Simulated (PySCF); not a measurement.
## V (vanadium, neutral) across methods

[Ar] 3d3 4s2, high-spin 4F determinant. Calculation: PySCF 2.14, in ANO-RCC-VTZP; scalar relativity by spin-free X2C-1e. The B2PLYP total includes its PT2 part (frozen core); its orbital energies are those of the SCF part.

```
method  E (hartree)  mean ε 3d α (eV)  mean ε 4s α (eV)  mean ε 4s β (eV)  Σ⟨r²⟩ (bohr²)   ⟨S²⟩
  PBE0     -948.974            -8.182            -5.555            -4.908          44.99  3.755
   PBE     -948.946            -6.278            -4.959            -4.306          44.89  3.755
   UHF   -948.14248           -13.745            -6.778            -5.914          47.48  3.763
M06-2X     -949.182            -9.908            -5.886            -5.686          44.83  3.752
  BLYP     -949.227            -6.112            -4.778            -4.264          44.76  3.754
B2PLYP     -948.924           -10.107            -5.933            -5.354          45.50  3.755
r2SCAN     -949.140            -6.893            -5.138            -4.352          45.43  3.767
```

Task: Estimate the same row for LDA.

Result: E (hartree) = -946.964; mean ε 3d α (eV) = -6.332; mean ε 4s α (eV) = -5.142; mean ε 4s β (eV) = -4.472; Σ⟨r²⟩ (bohr²) = 44.48; ⟨S²⟩ = 3.755.
